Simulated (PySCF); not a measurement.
**Potential energy of SiI along the bond**

Set-up: PySCF, spin-free X2C with a Gaussian nucleus, basis sets Si x2c-SVPall, I x2c-SVPall. Energies in eV from Si + I in their ground configurations at the same level. State: ²Π (doublet), unpaired electrons π ↑.

All columns are M06. A positive dipole means Si(−)I(+).

| R (Å) | E (eV) | μ (D) | Mulliken charge on Si (basis-dependent) | HOMO (eV) | LUMO (eV) | Mayer bond order | ⟨S²⟩ |
| --- | --- | --- | --- | --- | --- | --- | --- |
| 2.115 | -2.200 | 1.38 | -0.04 | -4.15 | -2.43 | 1.57 | 0.75 |
| 2.213 | -2.777 | 0.89 | 0.04 | -4.34 | -2.60 | 1.49 | 0.75 |
| 2.312 | -3.085 | 0.39 | 0.10 | -4.53 | -2.77 | 1.42 | 0.75 |
| 2.385 | -3.190 | 0.00 | 0.13 | -4.67 | -2.90 | 1.37 | 0.75 |
| 2.459 | -3.215 | -0.38 | 0.16 | -4.81 | -3.02 | 1.33 | 0.75 |
| 2.533 | -3.181 | -0.76 | 0.19 | -4.94 | -3.13 | 1.29 | 0.75 |
| 2.631 | -3.069 | -1.26 | 0.21 | -5.10 | -3.28 | 1.25 | 0.76 |
| 2.754 | -2.861 | -1.86 | 0.24 | -5.30 | -3.46 | 1.21 | 0.76 |
| 2.902 | -2.558 | -2.55 | 0.25 | -5.51 | -3.65 | 1.16 | 0.76 |
| 3.098 | -2.126 | -3.38 | 0.27 | -5.75 | -3.88 | 1.12 | 0.76 |

A fit through these points gives, at Re = 2.450 Å, μ = -0.34 D and dμ/dR = -5.20 D/Å; the reduced mass is 22.92 u.

How strong is the fundamental in the double-harmonic approximation, I = 42.26·(dμ/dR)²/μred km/mol?

I = 42.26·(-5.20)²/22.92 = 49.9 km/mol at M06.

Spin–orbit coupling is left out, which matters for elements this heavy, above all for dissociation energies. The state is the lowest determinant that a PBE0 search found; another state may lie lower at other levels.
